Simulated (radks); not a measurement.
Neutral bismuth inside a hard spherical wall (all orbitals vanish at R), configuration held at [Hg] 6p3 and not refilled when levels cross. Calculated with a radial shooting solver on a logarithmic mesh with Libxc functionals: scalar-relativistic Kohn-Sham, r2SCAN, spin-unpolarised, spherical densities, finite nucleus; meta-GGA in the generalised Kohn-Sham scheme; Fermi nuclear charge, rms radius 5.5211 fm. Eigenvalues in eV, with the zero of energy where the potential of the charges vanishes at infinity; a dash marks a level that is unbound or too diffuse for the functional's potential to be trusted. A positive occupied level is held by the wall or, in an anion where self-interaction has pushed it up, behind a barrier. The pressure on the wall is -dE/dV.

R (bohr)  E (hartree)  kinetic (hartree)    e(5p)    e(5d)    e(6s)   e(6p)  e(7s, empty)  e(6d, empty)  pressure (GPa)
free      -21526.8014          24400.130  -98.300  -27.877  -14.932  -4.694             -             -               0
20        -21526.8014          24400.130  -98.300  -27.877  -14.932  -4.694             -             -        < 0.0001
15        -21526.8014          24400.130  -98.300  -27.877  -14.932  -4.694        -0.062         1.389        < 0.0001
10        -21526.8010          24400.134  -98.263  -27.841  -14.900  -4.665         0.654         2.500          0.0117
8         -21526.7970          24400.166  -98.055  -27.635  -14.729  -4.492         2.034         3.710           0.190
7         -21526.7871          24400.232  -97.704  -27.292  -14.453  -4.186         3.711         4.905           0.805
6         -21526.7546          24400.421  -96.908  -26.517  -13.839  -3.430         7.139         7.084            3.68
4         -21526.1899          24403.072  -90.961  -20.907   -8.724   3.952        33.697        22.199             128
3         -21523.9243          24412.540  -79.618  -10.408    4.783  23.154        90.163        53.848            1290
2.5       -21519.5597          24429.751  -65.908    3.017   26.476  52.219        163.16        95.347            5390
1.5       -21448.9195          24666.177   40.059   127.54   288.72  360.18        779.30        453.08          233000
